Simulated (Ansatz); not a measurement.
**Abstraction of H: NaOH + In(CH3)Cl → NaO + InH(CH3)Cl**

Species: NaOH `[OH][Na]`, singlet; In(CH3)Cl, doublet; NaO, doublet; InH(CH3)Cl, singlet. A radical takes H: the energy is the difference in strength between the O–H bond broken and the In–H bond made.

Shapes, held fixed at every level: PBE0-D4/def2-TZVP. Programs: Ansatz 0.2.0. The zero-point and thermal change to 298 K, harmonic and unscaled (PBE0-D4/def2-TZVP), is -10.0 kJ/mol.

| level | kind | ΔH(298 K) (kJ/mol) | less CCSD(T)/def2-TZVPP | CPU time (sum over the molecules) |
| --- | --- | --- | --- | --- |
| HF/def2-SVP | Hartree–Fock | +127.3 | -69.5 | – |
| SPW92/def2-TZVPP | LDA | +244.3 | +47.5 | 22 s |
| PBE0-D4/def2-TZVPP | global hybrid | +197.9 | +1.1 | 31 s |
| wB97X-V/def2-TZVPP | range-separated hybrid | +182.6 | -14.2 | 68 s |
| B2PLYP/def2-TZVPP | double hybrid | +205.4 | +8.6 | 36 s |
| CCSD(T)/def2-SVP | coupled cluster or CI | +188.1 | -8.7 | 24 s |
| CCSD/def2-TZVPP | coupled cluster or CI | +191.3 | -5.5 | – |
| CCSD(T)/def2-TZVPP | coupled cluster or CI | +196.8 | 0.0 | 8.5 min |

The highest level, CCSD(T)/def2-TZVPP, gives ΔH(298 K) = +196.8 kJ/mol; the levels span +127.3 to +244.3. The column of differences is taken from that level and isn't an error. No measured value is set beside it here. Open shells run unrestricted. For atoms past krypton def2 sets carry core potentials with scalar relativity. Outer-core shells of In, Na are correlated in most correlated rows, in sets that cover them unevenly. Times are processor times on shared x86 and Arm servers, and rough.
